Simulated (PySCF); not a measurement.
**Calculated NMR parameters of CCCB(F)F**

```
Formula                               : C3H7BF2
SMILES                                : CCCB(F)F
Point group of the computed structure : C1
Carbon signals                        : 3
Proton signals                        : 3
```

Bonds (- single, = double, # triple, : aromatic): C1-C2 1.520 Å, C2-C3 1.524 Å, C3-B4 1.560 Å, B4-F5 1.323 Å, B4-F6 1.323 Å. C1 carries H7, H8, H9; C2 carries H10, H11; C3 carries H12, H13.

All values are calculated (PySCF 2.14.0 with density-fitted response routines): J couplings at B3LYP/pcJ-1 (spin–dipole term only in couplings to heteroatoms), PBE0-D3(BJ)/def2-SVP geometry, KT3/pcSseg-2 with gauge-including orbitals. A single conformation, no solvent model, rapidly exchanging positions averaged, non-relativistic.

Scale: TMS for 1H and 13C; 19F against CFCl3; 11B against BF3·OEt2 (reference shieldings calculated alike).

| carbon | δC, type | δH (multiplicity, J in Hz) | HMBC from (abs. J ≥ 3 Hz) | span of the C tensor (ppm) |
| --- | --- | --- | --- | --- |
| C1 | 20.0, CH3 | 0.98 (t, 8.2) | H10/H11, H12/H13 | 34 |
| C2 | 23.0, CH2 | 1.51 (sext, 8.2) | H12/H13, H7/H8/H9 | 17 |
| C3 | 17.4, CH2 | 1.01 (tt, 8.3, 3.7) | H7/H8/H9 | 40 |

Other nuclei:
| atoms | nucleus | environment | δ (ppm) | σ (ppm) |
| --- | --- | --- | --- | --- |
| F5/F6 | 19F | fluorine bonded to B | -98.1 | 245.0 |
| B4 | 11B | boron bonded to C, 2 F | 26.1 | 72.5 |

Selected couplings (Hz, signed; the shortest-range and largest first, 30 at most; isotopes 11B, 19F, 13C, 1H): 1J(B4,F5) -142.9, 1J(C2,H10) 131.7, 1J(C1,H7) 131.6, 1J(C3,H12) 120.7, 1J(C3,B4) 82.5, 1J(C1,C2) 37.2, 1J(C2,C3) 36.2, 2J(C3,F5) 28.9, 2J(B4,H12) -7.5, 2J(C1,C3) -1.1, 2J(C2,B4) -1.0, 3J(H10,H12) 8.3, 3J(H7,H10) 8.2, 3J(C1,B4) 8.0, 3J(F5,H12) 3.7, 3J(C2,F5) 3.0, 3J(B4,H10) 1.9.

1. δC 23.0: sp3 CH2; saturated and bonded to C and H only.
2. δC 20.0: methyl carbon; saturated and bonded to C and H only.
3. δC 17.4: sp3 CH2 bonded to B.
4. δH 1.01: hydrogen on an sp3 CH2 bonded to B.
5. δH 0.98: hydrogen on a methyl carbon; far from electronegative atoms and π systems.
6. The protons at 1.51 and 1.01 share a coupling of 8.3 Hz (vicinal).
7. The protons at 0.98 and 1.51 share a coupling of 8.2 Hz (vicinal).

A carbon bonded to boron is broadened by the quadrupolar boron nucleus and is often missing from a measured spectrum. C–F couplings over four or more bonds (about 3 Hz to the para carbon of a fluoroarene) are left out. Multiplet labels drop couplings under 1 Hz and merge nearly equal ones. Unscaled 3J(H,H) at this level run about 10 % above measured values. Shifts are as computed, not scaled to solution data. Of 1313 compounds with measured shifts, 239 miss one by over three times the rms of a fit or turn the order of signals round; such compounds aren't used in these exercises. Unscaled 19F shifts against computed CFCl3 carry errors that often reach 10 to 50 ppm. Vicinal H,H couplings across rotating CH2–CH2 and CH–CH2 bonds are estimated from the computed gauche and anti values for equal rotamer populations, (2 J gauche + J anti)/3. Vicinal couplings across rotatable single bonds and in flexible rings belong to the one computed conformer; a conformer average would change them.
